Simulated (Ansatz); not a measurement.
`[F][Mg][SH]` + silanol → `[F][Mg][O][SiH3]` + H₂S at 500 K and 1 bar (ligand exchange at a Mg–S bond).

Isolated molecules relaxed with PBE0-D4/def2-TZVP in Ansatz; ΔE leaves out vibrations. CCSD(T)/CBS adds triple-zeta CCSD(T) − MP2 to the extrapolated MP2 energy (def2 sets, frozen cores). This one scheme is used for every species. For Mg outer-core shells are correlated without core-valence functions, which leaves a few kJ/mol of doubt a bond. Each species was taken in one conformer, which may not be the lowest.

| species | CCSD(T)/CBS energy (Eh) | H − E (kJ/mol) | S (J/(mol·K)) |
| --- | --- | --- | --- |
| `[F][Mg][SH]` | -698.17668 | 56.5 | 325.4 |
| `O[SiH3]` | -366.69042 | 127.5 | 292.9 |
| `[F][Mg][O][SiH3]` | -665.90405 | 121.4 | 378.8 |
| H₂S | -398.97279 | 57.0 | 224.0 |

H − E and S are ideal-gas, rigid-rotor, harmonic terms from PBE0-D4/def2-TZVP, for one conformer and one mirror image of each species. 1 Eh = 2625.50 kJ/mol, R = 8.31446 J/(mol·K).

Question: By hand: ΔE, ΔH, ΔS and ΔG.

Answer: ΔE = (-665.90405) + (-398.97279) − (-698.17668) − (-366.69042) = -0.00974 Eh = -25.6 kJ/mol. Δ(H − E) = 121.4 + 57.0 − 56.5 − 127.5 = -5.6, so ΔH = -31.2 kJ/mol. ΔS = 378.8 + 224.0 − 325.4 − 292.9 = -15.5 J/(mol·K). ΔG = -31.2 − 500 × (-15.5)/1000 = -23.4 kJ/mol.

Question: By hand: the equilibrium constant, and the temperature at which ΔG would vanish if ΔH and ΔS stayed fixed.

Answer: log₁₀ K = −ΔG/(RT ln 10) = 2.4. ΔG = 0 at ΔH/ΔS = 2013 K, though so small a ΔS makes that figure unsure.

ΔH outweighs TΔS. A doubt of 5 kJ/mol in ΔE shifts log₁₀ K by 0.5 here. Other conformers and mirror images would add mixing entropy, several J/(mol·K) or more a flexible species. Modes under 60 cm⁻¹, often nearly free rotors, make the harmonic entropy too high. These are equilibria of isolated gas molecules and say nothing of rates. Largest T1 diagnostic: 0.012 (customary marks: 0.02 for closed shells, 0.045 for open ones).
